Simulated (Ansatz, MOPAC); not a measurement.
System: SnF$_{3}$, net charge 0, doublet state. SMILES: [F][Sn]([F])[F]
Structure (B3LYP-D3(BJ)/def2-TZVP (Ansatz, a quantum-chemistry and plane-wave program) minimum search):
```
Sn
F 1 1.9260
F 1 1.9260 2 105.88
F 1 1.9260 2 105.88 3 112.14
```
Charge 0, spin multiplicity 2.

Wanted: vertical ionisation energy to the singlet, in eV. Set-up: def2 sets with scalar-relativistic core potentials past Kr; 6-31G* and kin with 6d, 5d where marked; no spin-orbit coupling; LANL2DZ with its own core potentials from Na on; each state is the SCF solution reached for its charge and spin; dispersion terms only where a functional's name holds one; UHF or UKS for open shells. Ab initio and DFT rows: single points at B3LYP-D3(BJ) geometries (Ansatz). Semi-empirical rows: differences of heats of formation at the shared geometry for vertical values.

| species | coefficient | E at B3LYP/6-31G* with LANL2DZ past Ar (Ansatz), Eh | E at B3LYP/def2-TZVPD (Ansatz), Eh | heat of formation at PM6 (MOPAC), kcal/mol |
|---|---|---|---|---|
| charge 1, singlet | +1 | -302.55777 | -513.69633 | 52.33 |
| charge 0, doublet | -1 | -302.95950 | -514.11378 | -165.62 |

 1 Eh = 27.2114 eV and 1 eV = 23.0605 kcal/mol.

Compute it at each level from the table.


- B3LYP/6-31G* with LANL2DZ past Ar: the sum of coefficient times E is 0.40173 Eh, or 10.932 eV. Result: 10.93 eV.
- B3LYP/def2-TZVPD: the sum of coefficient times E is 0.41745 Eh, or 11.359 eV. Result: 11.36 eV.
- PM6: the sum of coefficient times heat of formation is 217.95 kcal/mol, or 9.45 eV.
